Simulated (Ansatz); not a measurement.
Reaction (substitution at a C–O bond): `CC(C)[O][AlH2]` + CH₃SH → `CSC(C)C` + `[OH][AlH2]`

Calculated with Ansatz (gas phase, PBE0-D4/def2-TZVP geometries, no zero-point term in ΔE). CBS: MP2 limit from def2 TZ/QZ plus the TZ coupled-cluster correction, frozen cores. This one scheme is used for every species. DFT in def2-TZVPP. Each species was taken in one conformer, which may not be the lowest.

| level | ΔE (eV) |
| --- | --- |
| r2SCANh-D4 | -0.34 |
| PBE-QIDH | -0.39 |
| PBE | -0.34 |
| CAM-B3LYP | -0.25 |
| MP2/def2-SVP | -0.30 |
| CCSD/def2-SVP | -0.17 |
| HF/def2-TZVPP | -0.16 |
| HF/def2-QZVPP | -0.16 |

Task: What does CCSD(T)/CBS give? (An estimate is asked.)

Result: The calculation gave: -0.41 eV. The listed levels differ from it by 0.07, 0.02, 0.07, 0.16, 0.11, 0.24, 0.25, 0.25 eV.

Task: What do rigid-rotor, harmonic-oscillator terms from PBE0-D4/def2-TZVP frequencies (298.15 K, 1 bar) make of the CCSD(T)/CBS value? (An estimate is asked.)

Result: The calculation gave: ΔZPE = +0.04 eV, ΔH = -0.38 eV, ΔS = -10 J/(mol·K), ΔG = -0.35 eV. Modes under 50 cm⁻¹ make the entropy rough.

Largest T1 diagnostic among the species: 0.012.

At CCSD(T), def2-SVP lies +0.22 eV from the extrapolated value and def2-TZVPP +0.05 eV. The D4 term adds −0.06 eV with B3LYP and −0.03 eV with PBE0; it sums over pairs of atoms, weighted by their polarisabilities, and B3LYP, whose exchange is more repulsive, gets the larger term.

B3LYP here is the variant with VWN-RPA as its local correlation; programs differ in this.
